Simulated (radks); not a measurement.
Initial-state core-level shifts of neutral sulfur when its valence configuration changes from [Ne] 3s2 3p4. Method: non-relativistic Kohn-Sham, SCAN, spin-unpolarised, spherical densities, point nucleus; meta-GGA in the generalised Kohn-Sham scheme; computed with a radial shooting solver on a logarithmic mesh with Libxc functionals. Shifts are changes of the shell-averaged eigenvalues in eV (positive: less bound); the change of the density at the nucleus, which sets a Mossbauer isomer shift, is in e/bohr^3, on a base of 2670.

valence,1s,2s,2p,density at nucleus
3s1 3p5,-1.602,-1.535,-1.528,-8.5003
3s1.5 3p4.5,-0.813,-0.779,-0.776,-4.2245
3p6,-3.151,-3.015,-3.003,-17.2061
3s0.5 3p5.5,-2.388,-2.285,-2.274,-12.8339
